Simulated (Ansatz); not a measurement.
A run for Ansatz (a first-principles code): R-CCSD(T)/aug-cc-pVDZ on C2H3F (SMILES C=CF) with ghost functions, monomers drawn apart or pushed together.

Ansatz 0.2 input:
```yaml
crystal:
  periodic: [false, false, false]
  atoms:
    - {symbol: C, position_ang: [0.79208667, -0.73576559, 3.53024172]}
    - {symbol: C, position_ang: [-0.47988248, -0.52875695, 3.79469028]}
    - {symbol: F, position_ang: [-1.37191529, -0.20228118, 2.82025645]}
    - {symbol: H, position_ang: [1.18431932, -0.65630314, 2.52505003]}
    - {symbol: H, position_ang: [1.45769880, -0.99036245, 4.34202957]}
    - {symbol: H, position_ang: [-0.96350166, -0.58316908, 4.76001398]}
basis:
  gaussian:
    orbitals: aug-cc-pVDZ
    ghost_atoms:
      - {symbol: O, position_ang: [0.33121130, -0.11506841, -0.57489067]}
      - {symbol: H, position_ang: [0.03161926, -0.85918360, -1.10668009]}
      - {symbol: H, position_ang: [-0.36169966, 0.02173450, 0.08274896]}
magnetization: {spin_polarized: false}
correlation: {method: ccsd_t, electrons: outside_noble_gas}
scf: {lower_state_search: off}
```

Problem. Give the final energy of this run.

Solution. -177.4291 hartree (reference determinant -176.9079, T1 diagnostic 0.013).

Problem. How many basis functions does it have, and what does it roughly cost on one machine?

Solution. 137 functions; very roughly 19 core-seconds.
